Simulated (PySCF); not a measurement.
BH₃. Atoms are numbered in the order given.

```xyz
4

B      0.0000     0.0000     0.0000
H     -1.1894     0.0000     0.0000
H      0.5947    -1.0300     0.0000
H      0.5947     1.0300     0.0000
```
Charge 0, spin multiplicity 1.

Geometry optimised at B3LYP-D3(BJ)/def2-TZVPD. The isomer is the one that the SMILES or the coordinates give; other isomers of the formula were not compared.

The numbers are results of HF/def2-TZVPD in PySCF, not measurements.

The molecule is in vacuum.

**Question.** Estimate the frontier levels, gap, dipole moment and polarisability. (The exact figures need the calculation; the answer reports its results.)

**Answer.** 
```json
{
 "highest_occupied_level": "-13.57 eV",
 "lowest_empty_level": "1.32 eV",
 "orbital_gap": "14.88 eV",
 "dipole_moment": "0.00 D",
 "quadrupole, principal values (traceless, Buckingham form, about the centre of nuclear charge)": "-1.17, -1.17, 2.33 D·Å",
 "mean_static_polarisability": "16.5 bohr³ (2.45 Å³)",
 "polarisability_principal_values": "13.7, 17.9, 17.9 bohr³"
}
```
